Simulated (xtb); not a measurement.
C3H8B (SMILES [CH2]B(C)C), doublet, from a rough starting geometry; GFN2-xTB in xtb.

xtb was given this input:
```
$ xtb mol.xyz --gfn 2 --uhf 1 --opt vtight --json

# file mol.xyz
12

C     -0.27088578     1.57823060     0.48912309
B     -0.01690720     0.15229724     0.03948130
C      1.43155760    -0.43323053     0.03795668
C     -1.28202702    -0.81481623    -0.42927816
H     -1.17185957     2.19179517     0.13550786
H      0.39051765     2.10822608     1.11080840
H      1.43626595    -1.40157922     0.62165363
H      2.16332399     0.20793886     0.55469404
H      1.82312049    -0.62946285    -0.96782444
H     -2.19283591    -0.24602856    -0.57253975
H     -0.99526124    -1.32479063    -1.33002883
H     -1.42243871    -1.53232761     0.32970334
```

Problem. Write the output that xtb gives for this input, abridged.

Solution. 
```
   ID    Z sym.   atoms
    1    6 C      1, 3, 4
    2    5 B      2
    3    1 H      5-12

           -------------------------------------------------
          |                Calculation Setup                |
           -------------------------------------------------

           -------------------------------------------------
          |                 G F N 2 - x T B                 |
           -------------------------------------------------

          ...................................................
          :                      SETUP                      :
          :.................................................:
          :  # basis functions                  24          :
          :  # atomic orbitals                  24          :
          :  # shells                           16          :
          :  # electrons                        23          :
          :  max. iterations                   250          :
          :  Hamiltonian                  GFN2-xTB          :
          :  restarted?                      false          :
          :  GBSA solvation                  false          :
          :  PC potential                    false          :
          :  electronic temp.          300.0000000     K    :
          :  accuracy                    1.0000000          :
          :  -> integral cutoff          0.2500000E+02      :
          :  -> integral neglect         0.1000000E-07      :
          :  -> SCF convergence          0.1000000E-05 Eh   :
          :  -> wf. convergence          0.1000000E-03 e    :
          :  Broyden damping             0.4000000          :
          :  net charge                          0          :
          :  unpaired electrons                  1          :
          ...................................................

 iter      E             dE          RMSdq      gap      omega  full diag
   1    -11.5918190 -0.115918E+02  0.620E+00    5.91       0.0  T
   2    -11.7201791 -0.128360E+00  0.513E+00    3.74       1.0  T
   3    -11.7763483 -0.561692E-01  0.270E+00    5.15       1.0  T
   4    -11.7945146 -0.181662E-01  0.971E-01    4.22       1.0  T
   5    -11.8076449 -0.131303E-01  0.336E-01    4.65       1.0  T
   6    -11.8073736  0.271276E-03  0.190E-01    4.71       1.0  T
   7    -11.8078611 -0.487545E-03  0.500E-02    4.63       1.0  T
   8    -11.8078799 -0.187832E-04  0.609E-03    4.64       4.7  T
   9    -11.8078796  0.273806E-06  0.662E-03    4.64       4.4  T
  10    -11.8078800 -0.316661E-06  0.912E-04    4.64      31.6  T
  11    -11.8078800 -0.943447E-08  0.322E-04    4.64      89.6  T

   *** convergence criteria satisfied after 11 iterations ***

         :::::::::::::::::::::::::::::::::::::::::::::::::::::
         ::                     SUMMARY                     ::
         :::::::::::::::::::::::::::::::::::::::::::::::::::::
         :: total energy             -11.632687165430 Eh    ::
         :: gradient norm              0.089744981888 Eh/a0 ::
         :: HOMO-LUMO gap              4.636220652388 eV    ::
         ::.................................................::
         :: SCC energy               -11.807871594405 Eh    ::
         :: -> isotropic ES            0.023388372836 Eh    ::
         :: -> anisotropic ES          0.005069543569 Eh    ::
         :: -> anisotropic XC          0.008887056031 Eh    ::
         :: -> dispersion             -0.004885960683 Eh    ::
         :: repulsion energy           0.175184428975 Eh    ::
         :: add. restraining           0.000000000000 Eh    ::
         :: total charge              -0.000000000000 e     ::
         :::::::::::::::::::::::::::::::::::::::::::::::::::::

      -----------------------------------------------------------
     |                   =====================                   |
     |                        A N C O P T                        |
     |                   =====================                   |
[...]
 * total energy  :   -11.6404488 Eh     change       -0.1075580E-04 Eh
 * total energy  :   -11.6404602 Eh     change       -0.1141146E-04 Eh
 * total energy  :   -11.6404789 Eh     change       -0.1867566E-04 Eh
 * total energy  :   -11.6404952 Eh     change       -0.1627187E-04 Eh
 * total energy  :   -11.6404290 Eh     change        0.6616118E-04 Eh
 * total energy  :   -11.6404989 Eh     change       -0.6990416E-04 Eh
 * total energy  :   -11.6405039 Eh     change       -0.5000751E-05 Eh
 * total energy  :   -11.6405048 Eh     change       -0.8875219E-06 Eh
 * total energy  :   -11.6405059 Eh     change       -0.1060253E-05 Eh
 * total energy  :   -11.6405061 Eh     change       -0.2690775E-06 Eh
 * total energy  :   -11.6405063 Eh     change       -0.1968816E-06 Eh
 * total energy  :   -11.6405064 Eh     change       -0.3181353E-07 Eh
   *** GEOMETRY OPTIMIZATION CONVERGED AFTER 23 ITERATIONS ***
         :: total energy             -11.640506375307 Eh    ::
[...]
        13                         -0.1728612              -4.7038 (LUMO)
        14                          0.1341908               3.6515
        15                          0.1621389               4.4120
        16                          0.1770082               4.8166
        17                          0.2154779               5.8635
        18                          0.2194559               5.9717
        19                          0.2214009               6.0246
        20                          0.2465013               6.7076
        21                          0.2575446               7.0081
        22                          0.2926593               7.9637
        23                          0.3969977              10.8029
        24                          0.4810932              13.0912
      -------------------------------------------------------------
                  HL-Gap            0.1739639 Eh            4.7338 eV
             Fermi-level           -0.3158398 Eh           -8.5944 eV

     #   Z          covCN         q      C6AA      α(0)
     1   6 C        2.757    -0.140    31.571     9.201
     2   5 B        2.700     0.226    18.065     7.132
     3   6 C        3.672    -0.184    24.380     7.077
     4   6 C        3.672    -0.184    24.383     7.077
     5   1 H        0.926     0.041     2.441     2.443
     6   1 H        0.926     0.041     2.440     2.443
     7   1 H        0.925     0.035     2.516     2.480
     8   1 H        0.925     0.027     2.634     2.538
     9   1 H        0.925     0.039     2.461     2.453
    10   1 H        0.925     0.029     2.601     2.522
    11   1 H        0.925     0.033     2.550     2.497
    12   1 H        0.925     0.039     2.464     2.455

 Mol. C6AA /au·bohr⁶  :       1047.905324
 Mol. C8AA /au·bohr⁸  :      23701.805562
 Mol. α(0) /au        :         50.319072

Wiberg/Mayer (AO) data.
largest (>0.10) Wiberg bond orders for each atom

 ---------------------------------------------------------------------------
     #   Z sym  total        # sym  WBO       # sym  WBO       # sym  WBO
 ---------------------------------------------------------------------------
     1   6 C    3.385 --     2 B    1.301     5 H    0.983     6 H    0.983
     2   5 B    3.400 --     1 C    1.301     3 C    0.999     4 C    0.998
     3   6 C    3.974 --     2 B    0.999     8 H    0.983     7 H    0.972
                             9 H    0.961
     4   6 C    3.974 --     2 B    0.998    10 H    0.979    11 H    0.977
                            12 H    0.961
     5   1 H    0.998 --     1 C    0.983
     6   1 H    0.998 --     1 C    0.983
     7   1 H    0.999 --     3 C    0.972
     8   1 H    0.999 --     3 C    0.983
     9   1 H    0.998 --     3 C    0.961
    10   1 H    0.999 --     4 C    0.979
    11   1 H    0.999 --     4 C    0.977
    12   1 H    0.998 --     4 C    0.961
 ---------------------------------------------------------------------------

Topologies differ in total number of bonds
Writing topology from bond orders to xtbtopo.mol

molecular dipole:
                 x           y           z       tot (Debye)
 q only:       -0.018       0.075       0.024
   full:       -0.025       0.096       0.032       0.264
molecular quadrupole (traceless):
                xx          xy          yy          xz          yz          zz
 q only:       -0.520      -0.127       0.250      -0.174      -0.047       0.270
  q+dip:       -0.130      -0.460       1.256       0.313       0.844      -1.126
   full:       -0.575      -0.222       0.491      -0.121       0.101       0.084

optimized geometry written to: xtbopt.xyz

           -------------------------------------------------
          | TOTAL ENERGY              -11.640506375307 Eh   |
          | GRADIENT NORM               0.000025177994 Eh/α |
          | HOMO-LUMO GAP               4.733798648203 eV   |
           -------------------------------------------------
```
